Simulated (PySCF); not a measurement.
A structure optimised at PBE-D3(BJ)/def2-SVP, used in a PySCF frequency run:

```xyz
7

Zn     0.1730     0.3420     0.0000
Cl    -0.2608     2.4135     0.0000
S      0.6266    -1.7814     0.0000
C     -1.0846    -2.4732     0.0000
H     -1.6532    -2.1877     0.9057
H     -0.9670    -3.5742     0.0000
H     -1.6532    -2.1877    -0.9057
```

Q: Write its SMILES, formula and point group.

A: C[S][Zn][Cl], CH3ClSZn, Cs

Q: What are its rotational constants (standard atomic weights)?

A: 13.069, 1.2244, 1.1278 GHz
